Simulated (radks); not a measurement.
The numbers below are computed, except where a source is named.
Species: the bismuth ion Bi2+. Configuration: [Hg] 6p1 (the NIST ground configuration). Level of theory: non-relativistic Kohn-Sham, r2SCAN, spin-polarised, spherical densities, point nucleus; open shells are filled with parallel spins first (spin-orbit coupling, left out, can overturn this in heavy ions); meta-GGA in the generalised Kohn-Sham scheme; relativity is left out, which matters for an element this heavy (a radial shooting solver on a logarithmic mesh with Libxc functionals).

X-ray form factor f0, the Fourier transform of the density (f0(0) = 81):

sin(theta)/lambda (1/angstrom),f0 (electrons)
0.05,80.055
0.1,77.496
0.15,73.944
0.2,69.994
0.25,66.014
0.3,62.173
0.4,55.138
0.5,49.120
0.6,44.117
0.8,36.356
1,30.259
1.25,24.107
1.5,19.631
2,14.758
